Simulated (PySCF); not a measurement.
## Working with the constants of SnN

ROHF-CCSD(T) constants of SnN, ²Π (doublet), unpaired electrons π ↑ (PySCF, spin-free X2C with a Gaussian nucleus, basis sets Sn x2c-TZVPPall, N x2c-TZVPPall; masses 119.9022 and 14.0031 u):

- ωe: 679.4 cm⁻¹
- ωexe: 4.45 cm⁻¹
- Be: 0.34607 cm⁻¹
- αe: 0.00265 cm⁻¹
- D (centrifugal): 3.59e-07 cm⁻¹
- De to Sn + N: 2.45 eV

Task: Give the vibrational terms G(v) and spacings up to v = 6.

Result: G(v) = ωe(v+½) − ωexe(v+½)².

```json
{"v": "0", "G(v) (cm⁻¹)": "338.6", "G(v) − G(v−1)": "", "Bv (cm⁻¹)": "0.3447"}
{"v": "1", "G(v) (cm⁻¹)": "1009.1", "G(v) − G(v−1)": "670.5", "Bv (cm⁻¹)": "0.3421"}
{"v": "2", "G(v) (cm⁻¹)": "1670.7", "G(v) − G(v−1)": "661.6", "Bv (cm⁻¹)": "0.3394"}
{"v": "3", "G(v) (cm⁻¹)": "2323.4", "G(v) − G(v−1)": "652.7", "Bv (cm⁻¹)": "0.3368"}
{"v": "4", "G(v) (cm⁻¹)": "2967.2", "G(v) − G(v−1)": "643.8", "Bv (cm⁻¹)": "0.3341"}
{"v": "5", "G(v) (cm⁻¹)": "3602.1", "G(v) − G(v−1)": "634.9", "Bv (cm⁻¹)": "0.3315"}
{"v": "6", "G(v) (cm⁻¹)": "4228.1", "G(v) − G(v−1)": "626.0", "Bv (cm⁻¹)": "0.3288"}
```

Task: How well does the Morse estimate ωe²/(4ωexe) reproduce De, and what is D0?

Result: It gives 3.22 eV, 131 % of the computed De. D0 = De − G(0) = 2.45 − 0.04 = 2.41 eV.

Correlated steps freeze 19 core orbitals. Spin–orbit coupling is left out, which matters for elements this heavy, above all for dissociation energies. The state was picked by a PBE0 search and need not be the measured ground state.
